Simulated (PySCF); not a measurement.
PySCF input for OsO₄, SMILES [O]=[Os](=[O])(=[O])=[O], multiplicity 1, IEF-PCM-ωB97X/def2-SVP. Geometry: B3LYP-D3(BJ)/def2-SVP. The multiplicity is an assumed one; other spin states were not compared. The isomer is the one that the SMILES or the coordinates give; other isomers of the formula were not compared. The def2 effective core potentials stand for the cores of Os; spin–orbit coupling is left out.

```python
import numpy as np
from pyscf import gto, scf, dft
from pyscf.solvent import pcm

mol = gto.M(
    atom='''
    Os    0.00000000    0.00000000    0.00000000
    O    -0.98507009    0.98507009   -0.98507009
    O     0.98507009    0.98507009    0.98507009
    O     0.98507009   -0.98507009   -0.98507009
    O    -0.98507009   -0.98507009    0.98507009
    ''',
    basis='def2-SVP',
    ecp={'Os': 'def2-svp'},
    charge=0,
    spin=0,
    max_memory=1600,
    verbose=3,
)
mf = dft.RKS(mol, xc='wb97x').density_fit(auxbasis='def2-universal-jkfit')
mf.grids.level = 3
mf.conv_tol = 1e-9
mf.max_cycle = 100
mf.kernel()
res = {}
for name, eps in {'water': 78.355, 'dichloromethane': 8.93, 'methanol': 32.613}.items():
    s = mf.PCM()
    s.with_solvent.method, s.with_solvent.eps, s.with_solvent.lebedev_order = 'IEF-PCM', eps, 29
    s.kernel(mf.make_rdm1())
    res[name] = (s.e_tot, eps, s.dip_moment(), s.mo_energy, s.converged)
    print(f'{name}: electrostatic solvation free energy {(s.e_tot - mf.e_tot) * 627.509474:.3f} kcal/mol')
```

Program output:

```
converged SCF energy = -391.243832719441

WARN: PCM is an experimental feature. It is still in testing.
Features and APIs may be changed in the future.

converged SCF energy = -391.249695399455
Dipole moment(X, Y, Z, Debye):  0.00000,  0.00000, -0.00000
water: electrostatic solvation free energy -3.679 kcal/mol

WARN: PCM is an experimental feature. It is still in testing.
Features and APIs may be changed in the future.

converged SCF energy = -391.248750191232
Dipole moment(X, Y, Z, Debye):  0.00000,  0.00000, -0.00000
dichloromethane: electrostatic solvation free energy -3.086 kcal/mol

WARN: PCM is an experimental feature. It is still in testing.
Features and APIs may be changed in the future.

converged SCF energy = -391.24951500712
Dipole moment(X, Y, Z, Debye):  0.00000,  0.00000, -0.00000
methanol: electrostatic solvation free energy -3.566 kcal/mol
```

The run converged.

Cost: very roughly 40 core-seconds.
